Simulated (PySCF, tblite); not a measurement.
C₅H₁₁BO₃Si.
Structure used (GFN2-xTB), in Å, numbered top down from 1:
```xyz
21
C5H11BO3Si angstrom
C      3.2139   -0.8582   -0.2991
C      2.0903   -0.0496   -0.9339
O      0.8436   -0.4885   -0.4255
B     -0.1724    0.3312   -0.1261
O     -0.0740    1.6983   -0.3336
C     -1.1296    2.4873    0.1031
O     -2.4119    1.9423   -0.0558
C     -2.5499    0.6226    0.2662
C     -1.5389   -0.2456    0.3517
Si    -1.7803   -2.0474    0.7873
H      4.1694   -0.5516   -0.7164
H      3.2286   -0.7002    0.7764
H      3.0631   -1.9171   -0.4911
H      2.0824   -0.2025   -2.0200
H      2.2184    1.0192   -0.7338
H     -0.9774    2.7170    1.1775
H     -1.1232    3.4206   -0.4723
H     -3.5965    0.3827    0.4085
H     -1.3716   -2.9117   -0.3208
H     -0.9891   -2.3736    1.9786
H     -3.2040   -2.2582    1.0785
```

Jobs on this species (21 atoms, 84 electrons) with PySCF (density fitting) and tblite. Hardware of each: one thread, Arm Neoverse N1 (aarch64), shared host. Other jobs ran on the host; a repeat could differ by tens of per cent or more.

```tsv
level and settings	work	basis functions	SCF cycles	wall time
GFN2-xTB	L-BFGS relaxation	–	–	?
PBE0/pcSseg-1	shieldings, ring-centre shieldings, charges and field gradients, density and orbital grids written	232	14	1.8 min
GFN2-xTB	Hessian by finite differences	–	–	1.6 s
```

**Question.** Fill in the missing figures.

**Answer.** 
- GFN2-xTB; L-BFGS relaxation: 1.9 s

**Question.** What do all jobs in the table cost together?

**Answer.** About 1.9 min; the longest takes about 97 % of that, and about 68 times as long as the shortest.
